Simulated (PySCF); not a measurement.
# O (oxygen, neutral): UHF calculation

Configuration: [He] 2s2 2p4, high-spin 3P determinant. All numbers are calculated (PySCF 2.14, the non-relativistic Hamiltonian (point nucleus), in dyall-acv3z (15s9p4d2f, 76 functions)).

| Property | Result |
| --- | --- |
| Total energy | -74.818717 hartree |
| One-electron energy | -103.2511 hartree |
| Hartree (Coulomb) energy | 36.6495 hartree |
| Exchange energy | -8.2172 hartree |
| Kinetic energy | 74.81787 hartree |
| ⟨S²⟩ | 2.0094 |
| ⟨L²⟩ | 2.017 |
| Sum of ⟨r⟩ | 7.617 bohr |
| Sum of ⟨r²⟩ | 11.21 bohr² |
| Traceless quadrupole moment −½Σ⟨3z² − r²⟩ along its main axis | -0.957 e·bohr² |
| Density at the nucleus (Gaussians lack the cusp) | 309 bohr⁻³ |
| Spin density at the nucleus | 0.187 bohr⁻³ |
| Langevin diamagnetic susceptibility | -8.88 ×10⁻⁶ cm³/mol |

```
shell  electrons  mean orbital energy (hartree)  spread (hartree)  rms radius, mean of both spins (bohr)
 1s α          1                      -20.70770                 0                                  0.231
 1s β          1                      -20.62940                 0                                  0.231
 2s α          1                       -1.41838                 0                                   1.26
 2s β          1                       -1.07557                 0                                   1.26
 2p α          3                       -0.67797           0.09929                                   1.41
 2p β          1                       -0.52139                 0                                   1.41
```

Spin-orbit constants ζ (cm⁻¹) from the X2C one-electron operator on these orbitals (non-relativistic here): bare nucleus, nucleus screened by l(l+1)(2l+1)/3 electrons, and screened by the Breit-Pauli mean field of the electrons.

| shell | bare | screened nucleus | mean field |
| --- | --- | --- | --- |
| 2p | 241.8 | 181.4 | 155.8 |

To first order the Landé constant is A = -77.90 cm⁻¹, so the lowest level has J = 2 and lies 0.00966 eV below the centre of the term. This holds in LS coupling only.
